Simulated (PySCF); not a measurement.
Si(H)(vinyl)(OH)(OMe) (C3H8O2Si), SMILES C=C[SiH](O)OC.

Coordinates come from a PBE0-D3(BJ)/def2-SVP optimisation. The values are those of a single conformer.

All values below come from PBE/def2-TZVP in PySCF.

Isolated molecule, no solvent.

total energy: -558.78082 hartree
highest occupied level: -6.65 eV
lowest empty level: -1.63 eV
orbital gap: 5.01 eV
dipole moment: 1.00 D
quadrupole, principal values (traceless, Buckingham form, about the centre of nuclear charge): -8.49, 1.39, 7.11 D·Å
mean static polarisability: 69.9 bohr³ (10.35 Å³)
polarisability, principal values: 55.8, 62.8, 90.9 bohr³
